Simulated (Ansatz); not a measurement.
Stepwise reaction of `[OH][Ga]([OH])[Br]` with hydrogen chloride, as a gas-phase model of exchange steps in deposition or etching. ΔE in kJ/mol; ΔG adds harmonic PBE0-D4 terms to CCSD(T)/CBS, at 1 bar.

Gas-phase electronic energies from Ansatz, PBE0-D4/def2-TZVP geometries. CCSD(T)/CBS is the MP2 limit (def2-TZVPP, def2-QZVPP) plus CCSD(T) − MP2 in def2-TZVPP, frozen cores. This one scheme is used for every species. Functionals use def2-TZVPP. B3LYP here is the variant with VWN-RPA as its local correlation; programs differ in this. For Br, Ga outer-core shells are correlated without core-valence functions, which leaves a few kJ/mol of doubt a bond. Scalar relativity is left out up to krypton. Each species was taken in one conformer, which may not be the lowest.

```json
{"step": "1", "reaction": "`[OH][Ga]([OH])[Br]` + HCl → `[OH][Ga]([Cl])[Br]` + H₂O", "PBE-D4": "-57.0", "B3LYP-D4": "-57.1", "ωB97M-V": "-57.7", "CCSD(T)/CBS": "-57.1", "ΔG(500 K)": "-53.4"}
{"step": "2", "reaction": "`[OH][Ga]([Cl])[Br]` + HCl → `[Cl][Ga]([Cl])[Br]` + H₂O", "PBE-D4": "-53.3", "B3LYP-D4": "-54.5", "ωB97M-V": "-54.9", "CCSD(T)/CBS": "-54.6", "ΔG(500 K)": "-48.5"}
```

**Question.** By hand: ΔE of the 2 steps together at CCSD(T)/CBS.

**Answer.** (-57.1) + (-54.6) = -111.7 kJ/mol, or -55.9 kJ/mol a step.

In ΔE the steps differ by no more than 2.5 kJ/mol. All are downhill at CCSD(T)/CBS. ΔG lies between -53.4 and -48.5 kJ/mol a step. PBE-D4 differs from CCSD(T)/CBS by 0.1 to 1.3 kJ/mol a step. Isolated molecules leave out the surface, adducts and barriers. Largest T1 diagnostic: 0.012.
